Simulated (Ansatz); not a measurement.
`FC(F)(F)C1=CC(C(F)(F)F)=[O+][Al-]([F])([F])[O]1` and `[CH3][Mg-]1[O]C(C(F)(F)F)=CC(C(F)(F)F)=[O+]1` differ in one atom or group.

Ansatz, PBE0-D4/def2-TZVP geometries, multiplicity 1. 

| property | `FC(F)(F)C1=CC(C(F)(F)F)=[O+][Al-]([F])([F])[O]1` |
| --- | --- |
| HOMO energy (PBE0/def2-TZVPP) / eV | -9.11 |
| HOMO–LUMO gap (PBE/def2-TZVPP) / eV | 3.28 |
| HOMO energy (B3LYP/def2-TZVPP) / eV | -8.91 |
| HOMO energy (ωB97M-V/def2-TZVPP) / eV | -11.23 |
| size of the dipole moment (B3LYP/def2-TZVPP) / D | 3.71 |
| HOMO energy (PBE/def2-TZVPP) / eV | -7.88 |

(1) What does the change do to each property? (An estimate is asked.)

## Answers

(1) Ansatz gave: 
```json
{"property": "HOMO energy (PBE0/def2-TZVPP) / eV", "`[CH3][Mg-]1[O]C(C(F)(F)F)=CC(C(F)(F)F)=[O+]1`": "-7.11", "shift": "2.00"}
{"property": "HOMO–LUMO gap (PBE/def2-TZVPP) / eV", "`[CH3][Mg-]1[O]C(C(F)(F)F)=CC(C(F)(F)F)=[O+]1`": "2.08", "shift": "-1.20"}
{"property": "HOMO energy (B3LYP/def2-TZVPP) / eV", "`[CH3][Mg-]1[O]C(C(F)(F)F)=CC(C(F)(F)F)=[O+]1`": "-6.90", "shift": "2.01"}
{"property": "HOMO energy (ωB97M-V/def2-TZVPP) / eV", "`[CH3][Mg-]1[O]C(C(F)(F)F)=CC(C(F)(F)F)=[O+]1`": "-9.39", "shift": "1.84"}
{"property": "size of the dipole moment (B3LYP/def2-TZVPP) / D", "`[CH3][Mg-]1[O]C(C(F)(F)F)=CC(C(F)(F)F)=[O+]1`": "1.00", "shift": "-2.71"}
{"property": "HOMO energy (PBE/def2-TZVPP) / eV", "`[CH3][Mg-]1[O]C(C(F)(F)F)=CC(C(F)(F)F)=[O+]1`": "-5.93", "shift": "1.95"}
```

With PBE0 the HOMO rises by 2.00 eV and the LUMO rises by 0.78 eV, so the gap narrows by about 1.22 eV. PBE moves the HOMO by 1.95 eV and ωB97M-V by 1.84 eV. Dipoles are sizes alone; their direction can turn.

B3LYP here is the variant with VWN-RPA as its local correlation; programs differ in this.
